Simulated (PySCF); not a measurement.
CH5FO2Si2, SMILES O=C(O)[Si@@H](F)[SiH3].

Geometry optimised at PBE0-D3(BJ)/def2-SVP. The structure was generated by enumeration; whether it is a known compound was not checked. One conformer was computed; it need not be the lowest.

Method: TDA-PBE/def2-SVPD (PySCF 2.14.0).

Vertical excitations. Isolated molecule, no solvent.

Computed excitation energies, oscillator strengths and character:
```csv
state,energy (eV),λ (nm),f,main pairs
S1,4.89,254,0.015,HOMO→LUMO 98 %
S2,5.44,228,0.002,HOMO→LUMO+1 89 %
S3,5.68,218,0.054,HOMO−1→LUMO 80 %
S4,6.01,206,0.027,HOMO→LUMO+2 89 %
S5,6.28,197,0.151,HOMO→LUMO+3 95 %
S6,6.41,194,0.034,HOMO−1→LUMO+1 89 %
S7,6.62,187,0.012,HOMO−3→LUMO 89 %
S8,6.66,186,0.002,HOMO−4→LUMO 95 %
S9,6.72,184,0.021,HOMO→LUMO+4 95 %
S10,6.90,180,0.004,HOMO→LUMO+5 78 %
T1,4.19,296,0,HOMO→LUMO 100 %
T2,5.10,243,0,HOMO→LUMO+1 94 %
T3,5.15,241,0,HOMO−1→LUMO 92 %
T4,5.65,220,0,"HOMO−2→LUMO 78 %, HOMO−1→LUMO+1 16 %"
```
Triplets are in the Tamm–Dancoff approximation.
